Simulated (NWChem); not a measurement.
Species: SiH$_{2}$BrCl; SMILES Cl[SiH2]Br

Program: NWChem. Medium grid unless said otherwise, to which SCAN and Minnesota functionals are sensitive. All runs use the structure optimised with PBE0/def2-SVP. B3LYP is NWChem's, with the RPA form of VWN correlation. Total energies of different functionals are on different scales.

| level | energy (Ha) | highest occupied level (eV) | orbital gap (eV) | dipole (D) |
|---|---|---|---|---|
| B3LYP/def2-SVP | -3324.6488 | -8.27 | 8.03 | 1.20 |
| PBE/def2-SVP | -3323.8567 | -7.24 | 6.25 | 1.11 |
| LDA (Slater exchange, VWN5)/def2-SVP | -3318.3803 | -7.31 | 6.09 | 1.14 |
| MPW1K/def2-SVP | -3324.7995 | -9.61 | 10.15 | 1.40 |
| N12/def2-SVP | -3326.0156 | -7.06 | 6.25 | 1.14 |
| PBE0/def2-SVP | -3324.0177 | -8.60 | 8.51 | 1.28 |
| B97-2/def2-SVP | -3325.3170 | -8.36 | 8.22 | 1.29 |
| TPSSh/def2-SVP | -3324.5449 | -7.98 | 7.49 | 1.26 |
| MN15/def2-SVP | -3324.6254 | -9.23 | 9.73 | 1.20 |
| LRC-wPBEh/def2-SVP | -3324.0236 | -10.48 | 12.07 | 1.33 |
